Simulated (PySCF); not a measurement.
A PySCF script (with the pyscf-properties extension) for the NMR shieldings of SMILES O(CSC)[C@@H]1C[SiH2]1, C$_{4}$H$_{10}$OSSi, on a GFN2-xTB geometry:

```python
import basis_set_exchange as bse
import numpy as np
from pyscf import gto, dft
from pyscf.prop import nmr

atoms = """
C    -2.817621    0.972048    0.584995
S    -2.169143   -0.061108   -0.757706
C    -0.967595   -1.037994    0.233299
O     0.021564   -0.254112    0.799591
C     0.975222    0.214648   -0.126189
C     2.049150   -0.791339   -0.571956
Si    2.707390    0.593670    0.523067
H    -3.464401    0.374672    1.222242
H    -1.977752    1.367993    1.148932
H    -3.381610    1.777513    0.127649
H    -1.519495   -1.513857    1.045936
H    -0.572924   -1.790246   -0.457912
H     0.512668    0.793020   -0.924815
H     1.941662   -1.785163   -0.157743
H     2.258013   -0.818694   -1.632326
H     3.432617    1.674598   -0.118105
H     2.965257    0.296381    1.916712
"""
names = dict.fromkeys(["C", "S", "O", "Si", "H"], "pcSseg-1")
basis = {el: gto.basis.parse(bse.get_basis(n, elements=[el], fmt="nwchem")) for el, n in names.items()}
mol = gto.M(atom=atoms, basis=basis, charge=0, verbose=0)
mf = dft.RKS(mol, xc="PBE0")
mf.grids.level = 2
mf.grids.alignment = dft.numint.BLKSIZE   # the property module wants whole blocks of grid points
mf.conv_tol = 1e-9
mf.kernel()

calc = nmr.RKS(mf)   # GIAO
C = mf.mo_coeff
Co = C[:, mf.mo_occ > 0]
resp = mf.gen_response(singlet=True, hermi=2)
def vind(x):   # induced exchange potential for any number of trial vectors
    d = np.einsum("pi,xij,qj->xpq", C, 2 * x.reshape(-1, C.shape[1], Co.shape[1]), Co, optimize=True)
    return np.einsum("xpq,pi,qj->xij", resp(d - d.transpose(0, 2, 1)), C, Co, optimize=True).ravel()
mo1, _ = nmr.rhf.solve_mo1(calc, with_cphf=vind)
sigma = calc.kernel(mo1)
for i, s in enumerate(sigma):   # ppm
    w = np.linalg.eigvalsh((s + s.T) / 2)
    print("%2d %-2s iso %8.1f  s11 %8.1f  s22 %8.1f  s33 %8.1f" % (i, mol.atom_pure_symbol(i), w.mean(), *w))
```

Task: What does it print?

Result: 
```
 0 C  iso    170.7  s11    153.7  s22    168.6  s33    189.9
 1 S  iso    547.3  s11    377.9  s22    505.4  s33    758.7
 2 C  iso    107.3  s11     67.0  s22    107.5  s33    147.3
 3 O  iso    285.1  s11    249.9  s22    284.5  s33    320.9
 4 C  iso    133.5  s11     74.8  s22    117.3  s33    208.4
 5 C  iso    185.0  s11    149.6  s22    189.1  s33    216.2
 6 Si iso    492.9  s11    392.5  s22    401.0  s33    685.2
 7 H  iso     29.6  s11     24.1  s22     27.1  s33     37.6
 8 H  iso     29.1  s11     22.4  s22     29.9  s33     35.0
 9 H  iso     29.9  s11     24.8  s22     26.8  s33     38.2
10 H  iso     26.8  s11     19.9  s22     27.6  s33     33.0
11 H  iso     27.1  s11     20.1  s22     29.0  s33     32.1
12 H  iso     27.1  s11     21.0  s22     29.3  s33     30.9
13 H  iso     31.1  s11     26.3  s22     28.5  s33     38.5
14 H  iso     31.0  s11     25.4  s22     26.8  s33     40.9
15 H  iso     29.0  s11     23.7  s22     26.1  s33     37.3
16 H  iso     28.9  s11     23.7  s22     27.2  s33     35.7
```

These numbers come from an equivalent density-fitted implementation of the same equations, which agrees with the script to about 0.01 ppm for H and up to a few tenths of a ppm for heavy atoms, so last digits may differ.

Task: Turn these shieldings into chemical shifts. Scale: ¹³C (186.93 ppm) and ²⁹Si (349.16 ppm) and ¹H (31.72 ppm) vs TMS; ³³S (503.73 ppm) against CS2; ¹⁷O (336.08 ppm) against H2O (reference shieldings calculated alike).

Result: Averaging equivalent atoms: C 2: 79.6; C 4: 53.5; C 0: 16.2; C 5: 1.9; S 1: -44; O 3: 51.0; Si 6: -143.7; H 10: 4.88; H 12: 4.65; H 11: 4.63; H 16: 2.86; H 15: 2.67; H 7/8/9: 2.18; H 14: 0.69; H 13: 0.62 ppm. Experimental scales use liquid or dissolved standards, which lie at an offset from isolated H2O (liquid H2O: subtract about 36 ppm).

Size and cost of the density-fitted run: 183 basis functions, 87 s wall time (76 s CPU) on 1 thread of an Intel Xeon, shared host; peak memory 0.83 GiB.
